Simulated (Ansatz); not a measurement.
`C[Si](C)(C)[O][Cu]` and `B[Si](C)(C)C` differ in one atom or group.

Ansatz, PBE0-D4/def2-TZVP geometries, multiplicity 1. Each molecule was computed in one conformer, which needn't be the lowest.

Scalar relativity is left out up to krypton.

```tsv
property	`C[Si](C)(C)[O][Cu]`
zero-point energy (PBE0-D4/def2-TZVP) / kJ/mol	300.3
LUMO energy (ωB97M-V/def2-TZVPP) / eV	-1.18
LUMO energy (PBE0/def2-TZVPP) / eV	-2.76
size of the dipole moment (B3LYP/def2-TZVPP) / D	4.18
HOMO energy (PBE/def2-TZVPP) / eV	-5.40
HOMO–LUMO gap (PBE0/def2-TZVPP) / eV	4.06
```

Task: What does the change do to each property? (Best estimate.)

Result: The calculation gave: 
```json
{"property": "zero-point energy (PBE0-D4/def2-TZVP) / kJ/mol", "`B[Si](C)(C)C`": "342.0", "shift": "41.7"}
{"property": "LUMO energy (ωB97M-V/def2-TZVPP) / eV", "`B[Si](C)(C)C`": "-0.16", "shift": "1.02"}
{"property": "LUMO energy (PBE0/def2-TZVPP) / eV", "`B[Si](C)(C)C`": "-2.07", "shift": "0.69"}
{"property": "size of the dipole moment (B3LYP/def2-TZVPP) / D", "`B[Si](C)(C)C`": "0.52", "shift": "-3.66"}
{"property": "HOMO energy (PBE/def2-TZVPP) / eV", "`B[Si](C)(C)C`": "-6.32", "shift": "-0.92"}
{"property": "HOMO–LUMO gap (PBE0/def2-TZVPP) / eV", "`B[Si](C)(C)C`": "5.47", "shift": "1.41"}
```

With PBE0 the HOMO falls by 0.73 eV and the LUMO rises by 0.69 eV, so the gap widens by about 1.42 eV. PBE moves the HOMO by -0.92 eV and ωB97M-V by -0.56 eV. The zero-point energy changes by 41.7 kJ/mol with +3 modes. Dipoles are sizes alone; their direction can turn.

B3LYP here is the variant with VWN-RPA as its local correlation; programs differ in this.
